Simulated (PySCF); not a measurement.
All values below come from PySCF 2.14.0 with TPSSh-D3(BJ)/def2-TZVP // PBE-D3(BJ)/def2-SVP. All species are isolated molecules in the gas phase. One relaxed conformer stands for a flexible species; it need not be the lowest. 

Reference species: [Zr(OH)3(H)] (neutral, multiplicity 1).

* **coordination number**: 4
* **mean distance from the central atom to its bonded neighbours**: 1.916 Å

Changed species: [Zr(OH)2(H)2] (2 of 4 OH replaced by H; the reference has 1 of 4 OH replaced by H).

### Question
What does the change do to the coordination number and mean distance from the central atom to its bonded neighbours?

### Answer
the coordination number is nearly the same; the mean distance from the central atom to its bonded neighbours falls by 0.020 Å, to 1.896 Å.
